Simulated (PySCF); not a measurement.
Computed IR spectrum (relative IR intensity) of a molecule C₃H₈FNSi. Coordinates come from a PBE0-D3(BJ)/def2-SVP optimisation. One conformer was computed; it need not be the lowest. Method: PBE0-D3(BJ)/def2-SVP (PySCF). Frequencies are harmonic and unscaled.

| ν (cm⁻¹) | relative intensity |
|---|---|
| 101 | 2.7 |
| 396 | 3.3 |
| 441 | 2.1 |
| 617 | 22 |
| 728 | 6.0 |
| 785 | 5.3 |
| 827 | 2.8 |
| 864 | 5.6 |
| 900 | 31 |
| 928 | 100 |
| 936 | 12 |
| 963 | 43 |
| 1083 | 4.3 |
| 1126 | 3.2 |
| 1167 | 3.1 |
| 1317 | 8.4 |
| 1360 | 5.5 |
| 1396 | 6.1 |
| 1457 | 4.4 |
| 1757 | 2.5 |
| 2264 | 26 |
| 2270 | 46 |
| 2973 | 18 |
| 2986 | 18 |
| 3063 | 6.3 |
| 3084 | 4.3 |
| 3162 | 5.6 |
| 3170 | 4.3 |

Which structure fits?
A) C=C[C@H](N)[SiH2]F
B) NC/C([SiH3])=C/F
C) CC/N=C/[SiH2]F
D) F[Si@H]1CCCN1

C, CC/N=C/[SiH2]F
